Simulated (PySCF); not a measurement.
## Unknown compound

Molecular formula: C$_{2}$HF$_{5}$S. Simulated spectra:

¹H NMR (600 MHz, computed): δ 2.41 (s, 1H).

¹³C{¹H} NMR (computed): δ 90.3 (C), 73.9 (CH).

Level of theory: shieldings: GIAO PBE0/pcSseg-2, PBE0-D3(BJ)/def2-TZVP structure, in PySCF 2.14.0 with density-fitted response routines (one averaged value for each set of equivalent atoms, one conformer, isolated molecule, relativity neglected).

Scale: ¹H (σref 31.52), ¹³C (σref 186.03) vs TMS (reference shieldings calculated alike).

What is the structure?

## Answers


Rings plus π bonds: 0. 2 carbon signals for 2 carbons: no two carbons are equivalent. Carbon types of the structure: 1 × C, 1 × CH, which accounts for all hydrogens. δC 90.3: alkyne carbon; sp carbons lie upfield of alkene carbons because the cylindrical π system leaves one tensor component strongly shielded. δC 73.9: terminal alkyne carbon; sp carbons lie upfield of alkene carbons because the cylindrical π system leaves one tensor component strongly shielded. δH 2.41: hydrogen on a terminal alkyne carbon; it lies on the axis of the triple bond, in its shielding cone.

Structure: `InChI=1S/C2HF5S/c1-2-8(3,4,5,6)7/h1H`.

The data come from this structure; uniqueness wasn't tested.

Splittings by ¹⁹F in the carbon and heteronuclear signals aren't shown, as no couplings were computed. Shifts are as computed. Against solution values, carbons near 30 ppm lie about +3 ppm off and those near 130 ppm about +9 ppm. Of 1211 compounds with measured shifts, 218 miss one by over three times the rms of a fit or turn the order of signals round; such compounds aren't used in these exercises.
